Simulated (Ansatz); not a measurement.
Ideal-gas functions of H3MoNO3 (`[NH2][Mo](=[O])(=[O])[OH]`) at 500 K and 1 bar, from an Ansatz frequency run at PBE0-D4/def2-TZVP.

Molar mass 160.97 g/mol, point group C1 (symmetry number 1), electronic degeneracy 1, moments of inertia 132.316, 150.076, 154.816 u Å². Harmonic wavenumbers (cm⁻¹, unscaled): 180, 220, 235, 260, 273, 341, 355, 439, 630, 662, 727, 735, 1038, 1061, 1539, 3580, 3687, 3897.

Use S(trans) = R[1.5 ln M + 2.5 ln T − 1.1517]; rotational temperatures θ = 24.2544 K / I; S(rot) = R[ln(√π/σ · √(T³/θAθBθC)) + 1.5]; for each mode x = 1.438777 ν̃/T, S = R[x/(eˣ − 1) − ln(1 − e⁻ˣ)] and H = RT x/(eˣ − 1); 1 cm⁻¹ = 0.0119627 kJ/mol; R = 8.31446 J/(mol·K).

Question: By hand: the entropy, in J/(mol·K).

Answer: Translation 183.0. Rotation: θ = 0.1833, 0.1616, 0.1567 K, giving 117.1. Vibration, mode by mode: 13.88, 12.25, 11.72, 10.92, 10.53, 8.80, 8.49, 6.90, 4.42, 4.11, 3.54, 3.48, 1.75, 1.66, 0.54, 0.00, 0.00, 0.00, in all 103.0. Electronic 0.0. Sum 403.1 J/(mol·K).

Question: By hand: H − E and G − E in kJ/mol, counted from the electronic energy.

Answer: Zero-point energy ½ × 19859 × 0.0119627 = 118.8; thermal vibration 28.3; translation, rotation and pV give 4 RT = 16.6. H − E = 163.7 kJ/mol, and G − E = 163.7 − 500 × 403.1/1000 = -37.9 kJ/mol.

Vibration gives 26 % of the entropy. The sum counts one conformer and one mirror image; others add a mixing term.
